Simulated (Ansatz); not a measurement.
Ansatz (a program for electronic structure) input (B97M-V/def2-TZVPD):

Ansatz 0.2 input:
```yaml
crystal:
  periodic: [false, false, false]
  atoms:
    - {symbol: Si, position_ang: [0.47066539, -0.16821230, 0.69309430]}
    - {symbol: Br, position_ang: [-0.30554667, -1.77990946, -0.68183742]}
    - {symbol: Br, position_ang: [-0.46397419, 1.84856812, 0.30636999]}
    - {symbol: N, position_ang: [2.13808283, -0.00716241, 0.36907210]}
    - {symbol: H, position_ang: [2.72414256, -0.81146223, 0.20598770]}
    - {symbol: H, position_ang: [2.65319225, 0.81351818, 0.64854732]}
basis:
  gaussian:
    orbitals: def2-TZVPD
hamiltonian:
  xc: {name: B97M-V}
magnetization: {spin_polarized: true, initial_magnetization: 1}
output: {forces: true}
```

Output:

```
Functional definition: B97M-V
integrals: 0.20 GiB planned
1396 factors; their error is unknown
mean field: 1.69 GiB planned
mean field evaluation 1: about -149461.1720 eV, gradient 4.4e1 eV
mean field evaluation 2: about -149425.3481 eV, gradient 8.2e1 eV
mean field evaluation 4: about -149468.5651 eV, gradient 6.3e0 eV
mean field evaluation 8: about -149468.7349 eV, gradient 2.3e-1 eV
mean field evaluation 16: about -149468.7216 eV, gradient 7.5e-4 eV
mean field -149468.72163974 eV, -5492.8742067222 hartree, gradient 4.4e-5 eV, S^2 0.752885; 0 other end points of the search recorded, 0 dependent functions left out
the calculation of the forces begins
reference -149468.72172772 eV, -5492.8742099554 hartree; 47, 46 occupied and 165, 166 virtual orbitals, 1396 factors
Total energy: -149468.72172772 eV, -5492.8742099554 hartree
Atom 0 at     0.470665    -0.168212     0.693094 Å, force     0.010471     0.055526    -0.202201 eV/Å
Atom 1 at    -0.305547    -1.779909    -0.681837 Å, force     0.103717     0.197268     0.155966 eV/Å
Atom 2 at    -0.463974     1.848568     0.306370 Å, force     0.122805    -0.239905     0.036903 eV/Å
Atom 3 at     2.138083    -0.007162     0.369072 Å, force    -0.089496     0.002506    -0.023551 eV/Å
Atom 4 at     2.724143    -0.811462     0.205988 Å, force    -0.082383     0.190050     0.070298 eV/Å
Atom 5 at     2.653192     0.813518     0.648547 Å, force    -0.065114    -0.205446    -0.037415 eV/Å
Dipole moment:     0.531370    -0.024983     0.176921 e Å
```

It need not be the lowest isomer of its formula.
